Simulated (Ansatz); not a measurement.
Reaction: H2GeOF (SMILES [GeH2]([F])[O], doublet) → H2GeOF (SMILES [OH][GeH][F], doublet)
Each species at its own B3LYP-D3(BJ)/def2-TZVP minimum (Ansatz, a quantum-chemistry and plane-wave program), one conformer.

Total energies in hartree (Ansatz). UHF or UKS for unpaired electrons; spin-orbit terms are left out. Correlated methods leave the cores frozen (noble-gas shells, and filled d and f shells in the p block). No relativity.

```csv
species,HF/cc-pVTZ,CCSD(T)/cc-pVTZ,HF/cc-pVQZ,CCSD(T)/cc-pVQZ,CCSD(T)/cc-pVDZ,CCSDT(Q)/cc-pVDZ
"1: H2GeOF (SMILES [O][GeH2][F], doublet)",-2250.94618,-2251.54632,-2250.96667,-2251.61508,-2251.26465,-2251.26663
"2: H2GeOF (SMILES [OH][GeH][F], doublet)",-2250.97280,-2251.60026,-2250.99385,-2251.67101,-2251.31198,-2251.31412
```

**Question.** Work out the isomerisation energy (electronic) in kcal/mol: take Hartree-Fock from cc-pVQZ, extrapolate the CCSD(T) correlation energy as X^-3 (X = 3, 4), and add CCSDT(Q) - CCSD(T) in cc-pVDZ. 1 hartree = 627.51 kcal/mol.

**Answer.** 
Species 1: correlation (64·(-0.64841) - 27·(-0.60014))/37 = -0.68363; step -0.00198; E1 = -2250.96667 + (-0.68363) + (-0.00198) = -2251.65228
Species 2: correlation (64·(-0.67716) - 27·(-0.62746))/37 = -0.71343; step -0.00214; E2 = -2250.99385 + (-0.71343) + (-0.00214) = -2251.70942
-1·E1 +1·E2 = -0.05714 hartree = -35.9 kcal/mol.
